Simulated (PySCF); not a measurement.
Indium: a sound run and one with changed settings

Sound run: In [Kr] 4d10 5s2 5p1, In+ [Kr] 4d10 5s2. Computed with PySCF 2.14 in cc-pVDZ-PP with ECP28MDF, with a scalar-relativistic core potential. In the sound run the correlated levels freeze 4s2 4p6 4d10 outside the core potential. The sound run starts from symmetry-adapted Hartree-Fock orbitals and uses a fine grid where one is needed.

Changed run: all electrons correlated in a basis built for the valence shell.

| species | method | sound run (hartree) | changed run (hartree) | converged |
| --- | --- | --- | --- | --- |
| In | MP2 | -189.23029 | -189.25651 | yes |
| In+ | MP2 | -189.03461 | -189.05865 | yes |

Ionisation energy of In:

```tsv
method	sound run (eV)	changed run (eV)
UHF	5.198	5.198
MP2	5.325	5.384
SCS-MP2	5.305	5.335
```

A valence basis has no tight correlating functions, so it recovers only part of the core correlation, and not evenly between atom and ion.

For comparison, NIST gives 5.786 eV between the lowest levels.
